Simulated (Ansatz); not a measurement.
Input file for Ansatz (a quantum-chemistry and plane-wave program): U-CCSD(T)/cc-pV(T+d)Z on AlF2H (SMILES [F][AlH][F]), a point of a bond scan (R = 2.719 Å). Files ending in .json are basis or fitting sets from the Basis Set Exchange.

Ansatz 0.2 input:
```yaml
crystal:
  periodic: [false, false, false]
  atoms:
    - {symbol: Al, position_ang: [-0.29735585, -0.20000769, -0.23453486]}
    - {symbol: H, position_ang: [-2.18483559, -1.46956556, -1.72325552]}
    - {symbol: F, position_ang: [-0.21997505, 1.44163617, -0.18460638]}
    - {symbol: F, position_ang: [0.80236859, -1.04990625, 0.64396034]}
basis:
  gaussian:
    orbitals: cc-pV_T+d_Z.json
correlation: {method: ccsd_t, electrons: outside_noble_gas}
scf: {omitted_lower_state_checks: [cluster_reference]}
magnetization: {spin_polarized: true, initial_magnetization: 0}
```

The head of its log:

```
WARN ansatz: RAYON_NUM_THREADS=1 ignored (pool sized by the plan → 1); use --threads N
Functional definition: HF
these checks for a lower state are left out or cut short: cluster_reference
integrals: 0.25 GiB planned
683 factors; integrals over basis functions are off by at most 1.5e-3 eV
mean field: 0.28 GiB planned
mean field evaluation 1: about -12010.7056 eV, gradient 2.9e1 eV
mean field evaluation 2: about -12010.7062 eV, gradient 2.9e1 eV
mean field evaluation 4: about -12013.7318 eV, gradient 1.3e0 eV
mean field evaluation 8: about -12013.7553 eV, gradient 1.8e-3 eV
mean field evaluation 16: about -12014.4540 eV, gradient 1.1e-1 eV
mean field evaluation 32: about -12014.4512 eV, gradient 1.0e-6 eV
mean field evaluation 64: about -12013.9033 eV, gradient 4.3e0 eV
mean field -12014.45115164 eV, -441.5229361354 hartree, gradient 7.4e-6 eV, S^2 0.718268; 5 other end points of the search recorded, 0 dependent functions left out
7 core orbitals not correlated
reference -12014.45115164 eV, -441.5229361354 hartree; 9, 9 occupied and 97, 97 virtual orbitals, 683 factors
```

Task: What total energy does the run end on?

Result: -442.1258 hartree (reference determinant -441.5229, T1 diagnostic 0.068). Its determinant has ⟨S²⟩ = 0.72, a mixture of spin states.
